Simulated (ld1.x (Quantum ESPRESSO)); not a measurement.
rhenium (Re), PAW: configuration errors across variants

ld1.x (Quantum ESPRESSO) 7.5 input, shortened:

```
&input
   title='Re', zed=75., rel=1, dft='PBE', iswitch=3,
   config='[Xe] 4f14 5d5 6s1.5 6p0'
 /
 &inputp
   pseudotype=3, lpaw=.true., tm=.true., lloc=-2, rcloc=2.30,
   nlcc=.true., new_core_ps=.true.,
   which_augfun='PSQ', rmatch_augfun_nc=.true.
 /
6
6S  1  0   1.50   0.00  2.30  2.85  0.0
6S  1  0   0.00   0.05  2.30  2.85  0.0
6P  2  1   0.00   0.00  2.70  3.30  0.0
6P  2  1   0.00   0.05  2.70  3.30  0.0
5D  3  2   5.00   0.00  1.95  2.15  0.0
5D  3  2   0.00   0.30  1.95  2.15  0.0
 &test
   configts(1)='5d5 6s1.5 6p0'
 /
```

All-electron excitation energies from the reference (eV): (1) 5d5 6s2 6p0 -3.781; (2) 5d5 6s1 6p0 5.467; (3) 5d5 6s0 6p0 21.789; (4) 5d4 6s0 6p0 48.917; (5) 5d5.5 6s1.5 6p0 -3.399; (6) 5d5 6s1 6p1 1.004; (7) 5d6 6s1 6p0 -2.838.

1 further variants failed, have other tests or too few solved ones, and are left out.

A true bound ghost makes a file unfit for plane-wave use even where its test errors are small: the radial tests pick states by their node count and pass the ghost by.

Errors AE − PS in meV (a dash: test not solved or not reliable):

| change | (1) | (2) | (3) | (4) | (5) | (6) | (7) | bound ghosts |
| --- | --- | --- | --- | --- | --- | --- | --- | --- |
| base | +1.2 | -2.3 | -14 | -152 | -5.6 | -0.3 | -22 | none |
| all radii but the core radius scaled by about 0.83 (s 2.36, p 2.74, d 1.78 bohr, rcut 1.90/2.24/1.62); local potential all-electron potential smoothed inside 1.90 bohr (lloc = -2) | +1.1 | -2.4 | -14 | -152 | -5.7 | -0.4 | -23 | p |
| all radii but the core radius scaled by about 0.91 (s 2.60, p 3.02, d 1.96 bohr, rcut 2.10/2.46/1.78); local potential all-electron potential smoothed inside 2.10 bohr (lloc = -2) | +1.2 | -2.4 | -14 | -153 | -5.8 | -0.3 | -23 | none |
| all radii but the core radius scaled by about 1.08 (s 3.08, p 3.56, d 2.32 bohr, rcut 2.48/2.90/2.10); local potential all-electron potential smoothed inside 2.48 bohr (lloc = -2) | +1.3 | -2.3 | -14 | -153 | -5.3 | -0.3 | -21 | none |
| all radii but the core radius scaled by about 1.16 (s 3.30, p 3.82, d 2.50 bohr, rcut 2.66/3.14/2.26); local potential all-electron potential smoothed inside 2.66 bohr (lloc = -2) | +1.5 | -2.2 | -14 | -154 | -5.1 | -0.2 | -21 | none |
| all radii but the core radius scaled by about 1.24 (s 3.54, p 4.10, d 2.66 bohr, rcut 2.86/3.36/2.42); local potential all-electron potential smoothed inside 2.86 bohr (lloc = -2) | +1.7 | -2.0 | -14 | -156 | -3.5 | -0.2 | -16 | none |
| all radii but the core radius scaled by about 1.28 (s 3.66, p 4.24, d 2.76 bohr, rcut 2.94/3.46/2.50); local potential all-electron potential smoothed inside 2.94 bohr (lloc = -2) | +1.9 | -2.0 | -13 | -157 | -2.9 | -0.1 | -14 | none |

Q: Give the same row for: all radii but the core radius scaled by about 1.40 (s 3.98, p 4.60, d 3.00 bohr, rcut 3.22/3.76/2.72); local potential all-electron potential smoothed inside 3.22 bohr (lloc = -2).

A: +3.7, -2.1, -14, –, -6.0, 0.0, -25; bound ghosts: none. Not counted: 5d4 6s0 6p0 (solver errors, printed error -115 eV).
